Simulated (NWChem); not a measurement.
System: C2ClO2Pt cation; SMILES [O+]#[C-]->[Pt+]([Cl])<-[C-]#[O+]

Input file for NWChem:

```
start job
memory heap 200 mb stack 900 mb global 1100 mb
charge 1
geometry units angstroms
  Pt    -0.059991    -0.072405    -0.031689
  Cl    -1.291773    -1.553988    -0.684746
  O      0.446947     2.775607    -0.918319
  C      0.327137     1.735173    -0.519059
  O      1.971295     0.132422     2.200800
  C      1.241030     0.150607     1.350714
end
basis spherical
  * library def2-svp
end
ecp
  Pt library def2-ecp
end
dft
  xc pbe0
  iterations 150
end
driver
  maxiter 120
end
task dft optimize
```

Parts of the log:

```
             Northwest Computational Chemistry Package (NWChem) 7.3.0
             --------------------------------------------------------

 C2V symmetry detected

                             Geometry "geometry" -> ""
                             -------------------------

 Output coordinates in angstroms (scale by  1.889725989 to convert to a.u.)

  No.       Tag          Charge          X              Y              Z
 ---- ---------------- ---------- -------------- -------------- --------------
    1 Pt                  78.0000     0.00000000     0.00000000     0.12748866
    2 Cl                  17.0000     0.00000000     0.00000000     2.16190709
    3 O                    8.0000     0.00000000    -2.18168310    -1.96856373
    4 C                    6.0000     0.00000000    -1.30787041    -1.26662635
    5 O                    8.0000     0.00000000     2.18168310    -1.96856373
    6 C                    6.0000     0.00000000     1.30787041    -1.26662635

 Effective nuclear repulsion energy (a.u.)     957.1822042170

      Symmetry information
      --------------------

 Group name             C2v
 Group number             16
 Group order               4
 No. of unique centers     4

                                Z-matrix (autoz)
                                --------

 Units are Angstrom for bonds and degrees for angles

      Type          Name      I     J     K     L     M      Value
      ----------- --------  ----- ----- ----- ----- ----- ----------
    1 Stretch                  1     2                       2.03442
    2 Stretch                  1     4                       1.91157
    3 Stretch                  1     6                       1.91157
    4 Stretch                  3     4                       1.12083
    5 Stretch                  5     6                       1.12083
    6 Bend                     1     4     3               171.94686
    7 Bend                     1     6     5               171.94686
    8 Bend                     2     1     4               136.82820
    9 Bend                     2     1     6               136.82820
   10 Bend                     4     1     6                86.34360
   11 Torsion                  2     1     4     3           0.00000
   12 Torsion                  2     1     6     5           0.00000
   13 Torsion                  3     4     1     6         180.00000
   14 Torsion                  4     1     6     5         180.00000

                           NWChem Geometry Optimization
                           ----------------------------

 maximum gradient threshold         (gmax) =   0.000450
 rms gradient threshold             (grms) =   0.000300
 maximum cartesian step threshold   (xmax) =   0.001800
 rms cartesian step threshold       (xrms) =   0.001200
 fixed trust radius                (trust) =   0.300000
 source of zmatrix                         =   autoz

          -------------------
          Energy Minimization
          -------------------

 Using diagonal initial Hessian
 Scaling for Hessian diagonals: bonds = 1.00  angles = 0.25  torsions = 0.10

          --------
          Step   0

                                 NWChem DFT Module
                                 -----------------

 Summary of "ao basis" -> "ao basis" (spherical)
 ------------------------------------------------------------------------------
       Tag                 Description            Shells   Functions and Types
 ---------------- ------------------------------  ------  ---------------------
 Pt                         def2-svp                12       32   6s3p2d1f
 Cl                         def2-svp                 8       18   4s3p1d
 O                          def2-svp                 6       14   3s2p1d
 C                          def2-svp                 6       14   3s2p1d

      Symmetry analysis of basis
      --------------------------

        a1         44
        a2         12
        b1         19
        b2         31

[...]

      ----------------------
      Optimization converged
      ----------------------

  Step       Energy      Delta E   Gmax     Grms     Xrms     Xmax
  ---- ---------------- -------- -------- -------- -------- --------
@    5    -805.22492739 -9.9D-07  0.00016  0.00007  0.00079  0.00166
                                     ok       ok       ok       ok

                                Z-matrix (autoz)
                                --------

 Units are Angstrom for bonds and degrees for angles

      Type          Name      I     J     K     L     M      Value     Gradient
      ----------- --------  ----- ----- ----- ----- ----- ---------- ----------
    1 Stretch                  1     2                       2.19210   -0.00003
    2 Stretch                  1     4                       1.88653   -0.00016
    3 Stretch                  1     6                       1.88653   -0.00016
    4 Stretch                  3     4                       1.12410   -0.00004
    5 Stretch                  5     6                       1.12410   -0.00004
    6 Bend                     1     4     3               175.02361   -0.00006
    7 Bend                     1     6     5               175.02361   -0.00006
    8 Bend                     2     1     4               136.91344   -0.00002
    9 Bend                     2     1     6               136.91344   -0.00002
   10 Bend                     4     1     6                86.17312    0.00004
   11 Torsion                  2     1     4     3           0.00000    0.00000
   12 Torsion                  2     1     6     5           0.00000    0.00000
   13 Torsion                  3     4     1     6         180.00000    0.00000
   14 Torsion                  4     1     6     5         180.00000    0.00000

                         Geometry "geometry" -> "geometry"
                         ---------------------------------

 Output coordinates in angstroms (scale by  1.889725989 to convert to a.u.)

  No.       Tag          Charge          X              Y              Z
 ---- ---------------- ---------- -------------- -------------- --------------
    1 Pt                  78.0000     0.00000000     0.00000000     0.10675003
    2 Cl                  17.0000     0.00000000     0.00000000     2.29885368
    3 O                    8.0000     0.00000000    -2.12488412    -2.02227227
    4 C                    6.0000     0.00000000    -1.28869011    -1.27102180
    5 O                    8.0000     0.00000000     2.12488412    -2.02227227
    6 C                    6.0000     0.00000000     1.28869011    -1.27102180

 Effective nuclear repulsion energy (a.u.)     935.6266075034

      Symmetry information
      --------------------

 Group name             C2v
 Group number             16
 Group order               4
 No. of unique centers     4

                Final and change from initial internal coordinates
                --------------------------------------------------

                                Z-matrix (autoz)
                                --------

 Units are Angstrom for bonds and degrees for angles

      Type          Name      I     J     K     L     M      Value       Change
      ----------- --------  ----- ----- ----- ----- ----- ---------- ----------
    1 Stretch                  1     2                       2.19210    0.15769
    2 Stretch                  1     4                       1.88653   -0.02504
    3 Stretch                  1     6                       1.88653   -0.02504
    4 Stretch                  3     4                       1.12410    0.00327
    5 Stretch                  5     6                       1.12410    0.00327
    6 Bend                     1     4     3               175.02361    3.07675
    7 Bend                     1     6     5               175.02361    3.07675
    8 Bend                     2     1     4               136.91344    0.08524
    9 Bend                     2     1     6               136.91344    0.08524
   10 Bend                     4     1     6                86.17312   -0.17047
   11 Torsion                  2     1     4     3           0.00000    0.00000
   12 Torsion                  2     1     6     5           0.00000    0.00000
   13 Torsion                  3     4     1     6         180.00000    0.00000
   14 Torsion                  4     1     6     5         180.00000    0.00000

 ==============================================================================
                                internuclear distances
 ------------------------------------------------------------------------------
       center one      |      center two      | atomic units |  angstroms
 ------------------------------------------------------------------------------
    2 Cl               |   1 Pt               |     4.14248  |     2.19210
    4 C                |   1 Pt               |     3.56502  |     1.88653
    4 C                |   3 O                |     2.12424  |     1.12410
    6 C                |   1 Pt               |     3.56502  |     1.88653
    6 C                |   5 O                |     2.12424  |     1.12410
 ------------------------------------------------------------------------------
                         number of included internuclear distances:          5
 ==============================================================================
```

Level: PBE0/def2-SVP with def2 effective core potentials on Pt. Not confirmed as a minimum by frequencies. The spin multiplicity was typed, not searched, and may not be the lowest. def2 effective core potentials on Pt; no spin-orbit coupling.
